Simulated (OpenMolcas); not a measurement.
Os2+: moving or changing the point charges

Os2+ among 5 point charges of -1.5 e arranged as a trigonal bipyramid (D3h), 2.17 Å from the ion, with the axial distance 2.517 Å.

```yaml
Program: OpenMolcas
Method: "SS-CASPT2, IPEA 0.25 Eh, imaginary shift 0.1 Eh (closed shells correlated: 4f 5s 5p)"
Basis: ANO-RCC-VDZP [7s6p4d2f1g]
Scalar_Hamiltonian: DKH2, point nucleus
Active_space: 6 electrons in 5 orbitals (5d)
State_averaging: 2S+1 = 5 even, 5 roots; 2S+1 = 3 even, 45 roots; 2S+1 = 1 even, 50 roots
Spin-orbit_coupling: state interaction with AMFI integrals over the reference wave functions
```

Runs around this geometry, states (labels of D3, the rotations of D3h). Energies in cm-1 above the lowest state or level, χT in cm3 K/mol.

| R (Å) | q (e) | Axial / equatorial distance | Ground state | First state of that spin | First gap with spin-orbit (degeneracies) | χT at 300 K | First state of another spin |
| --- | --- | --- | --- | --- | --- | --- | --- |
| 2.17 | -1.2 | 1.16 | 5E | 5E 2300 | 19 (2, 1) | 4.696 | 3A2 12560 |
| 2.02 | -1.5 | 1.16 | 5E | 5E 2750 | 3 (1, 1) | 4.458 | 3A2 9480 |
| 2.17 | -1.5 | 1.16 | 5E | 5E 2480 | 2 (1, 1) | 4.615 | 3A2 11490 |
| 2.41 | -1.5 | 1.16 | 5E | 5E 1960 | 30 (2, 1) | 4.819 | 3A2 13490 |
| 2.17 | -1.5 | 1.25 | 5E | 5E 3450 | 210 (2, 1) | 4.597 | 3A2 12800 |

Taking the first state of the same spin as R^-n, n = -ln(1960 / 2750) / ln(2.41 / 2.02) = 1.9 between the shortest and longest distance.

Scaling the charges by -1.2 / -1.5 = 0.80 scales the first state of the same spin by 2300 / 2480 = 0.93; with fixed orbitals a first-order splitting would follow the charge.

Roots that are degenerate in the reference are averaged as groups; the widest CASPT2 spread within a group is 240 cm-1 (the 2-fold group of multiplicity 1 near 26600 cm-1 above the lowest state of its run, R = 2.02, q = -1.5, ratio = 1.16). Shifts and gaps below about the spread of the groups concerned are not significant. An orbital doublet at a regular site is open to a Jahn-Teller distortion, which this geometry leaves out. Point charges give a weaker field than real ligands, and real ions of this kind are as a rule low spin; the high spin found here belongs to the model. Free-ion shares, where given, are those of the reference states; single-state CASPT2 does not remix them. Spin-orbit coupling mixes the spin-free states strongly: the lowest level takes only 69 % from its leading state, 5E (figures for R = 2.17, q = -1.2, ratio = 1.16; the like holds for R = 2.02, q = -1.5, ratio = 1.16, R = 2.17, q = -1.5, ratio = 1.16, R = 2.41, q = -1.5, ratio = 1.16). The ground term spreads over less than 5000 cm-1, several times less than with real ligands, so orbital moments are less quenched and χT lies further from the spin-only value than at real sites (holds for R = 2.41, q = -1.5, ratio = 1.16; R = 2.17, q = -1.5, ratio = 1.25). This is an electrostatic model: the charges have no orbitals. No measured value stands beside these numbers.
